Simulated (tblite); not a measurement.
C7H7O (SMILES COc1[c]cccc1), doublet, at a GFN2-xTB geometry; IPEA1-xTB in tblite.

Here is a job for tblite.
```
$ tblite run mol.xyz --method ipea1 --charge 0 --spin 1 --json tblite.json --no-restart

# file mol.xyz
15

C     -2.77305369    -0.08930861     0.15777734
O     -1.73653823     0.61850538    -0.47369518
C     -0.45150274     0.26462858    -0.21128690
C      0.56983971     0.95387277    -0.82654777
C      1.89273125     0.71169442    -0.66007478
C      2.26777463    -0.32046935     0.20500191
C      1.28276819    -1.04249024     0.84701157
C     -0.06077755    -0.76540013     0.65151389
H     -3.69720812     0.36304611    -0.19889193
H     -2.72260331     0.00669117     1.24778244
H     -2.76288540    -1.15013472    -0.11501725
H      2.64320398     1.29210740    -1.17494675
H      3.31299291    -0.54068682     0.36104075
H      1.55711830    -1.84343879     1.51879527
H     -0.80499138    -1.35079208     1.17042731
```

Problem. What does tblite print? Leave out banner, timings and long lists.

Solution. 
```
xTB calculator
 | screened Coulomb repulsion
 | Coulomb electrostatics
 |  * isotropic Klopman-Ohno-Mataga-Nishimoto electrostatics
 |  * onsite third-order electrostatics
 | DFT-D3(BJ) dispersion correction

halogen bonding energy    0.0000000000000E+00 Eh
repulsion energy          4.7752142552805E-01 Eh
dispersion energy        -6.2819536289348E-03 Eh
number of electrons       4.1000000000000E+01 e
integral cutoff           4.0000000000000E+01 bohr

------------------------------------------------------------
  cycle        total energy    energy error   density error
------------------------------------------------------------
      1     -25.32492823145  -2.5796168E+01   5.5623247E-01
      2     -25.36034988030  -3.5421649E-02   3.4146273E-01
      3     -24.98464411297   3.7570577E-01   2.2283237E-01
      4     -25.39363076344  -4.0898665E-01   4.7333550E-02
      5     -25.41324527032  -1.9614507E-02   6.8927086E-03
      6     -25.41358753038  -3.4226006E-04   2.0874118E-03
      7     -25.41361621882  -2.8688436E-05   8.9055039E-04
      8     -25.41361968084  -3.4620218E-06   4.3122865E-04
      9     -25.41362041473  -7.3388646E-07   1.9525231E-04
     10     -25.41362056122  -1.4649601E-07   4.5217974E-05
     11     -25.41362058190  -2.0682247E-08   1.2883887E-05
------------------------------------------------------------

electronic energy        -2.5884860053803E+01 Eh
total energy             -2.5413620581904E+01 Eh

Post processing:
 | Mayer-Wiberg bond orders

[Info] JSON dump of results written to 'tblite.json'
```
